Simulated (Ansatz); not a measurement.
`CBC(C)C`, relaxed with RKS PBE0-D4/def2-TZVP in Ansatz 0.2.0 from a PBE-D4/def2-SVP geometry. The force threshold is 0.005 eV/Å; the program also tests the step.

Total charge 0; spin multiplicity 1.

Start:

```xyz
16

C    -0.929    0.679    1.726
B    -0.057   -0.457    1.093
C     0.189   -0.645   -0.455
C    -0.791    0.053   -1.405
C     1.639   -0.134   -0.667
H    -0.570    1.033    2.713
H    -1.155    1.543    1.069
H    -1.909    0.182    1.936
H     0.486   -1.258    1.846
H     0.203   -1.737   -0.679
H    -1.832   -0.304   -1.263
H    -0.525   -0.120   -2.470
H    -0.798    1.152   -1.249
H     2.373   -0.673   -0.034
H     1.949   -0.265   -1.726
H     1.727    0.950   -0.437
```

**Question.** How much energy does the relaxation release, and in how many steps? (An estimate is asked.)

**Answer.** The calculation gave: 6.03 kJ/mol, in 37 steps, 2 of them rejected.

**Question.** Which bonds change most? (An estimate is asked.)

**Answer.** Computed: C3–C5 from 1.553 to 1.531 Å; B2–H9 from 1.226 to 1.206 Å; C1–H8 from 1.119 to 1.101 Å; C5–H15 from 1.111 to 1.094 Å.

**Question.** Give the relaxed structure. (An estimate is asked.)

**Answer.** The calculation gave: 
```xyz
16

C    -1.192    0.506    1.757
B     0.023   -0.236    1.126
C     0.253   -0.478   -0.404
C    -0.674    0.264   -1.359
C     1.721   -0.313   -0.806
H    -0.904    1.100    2.630
H    -1.780    1.122    1.074
H    -1.861   -0.271    2.158
H     0.827   -0.734    1.874
H     0.030   -1.560   -0.482
H    -1.727    0.086   -1.127
H    -0.508   -0.041   -2.397
H    -0.507    1.344   -1.308
H     2.383   -0.893   -0.159
H     1.888   -0.632   -1.839
H     2.029    0.735   -0.738
```
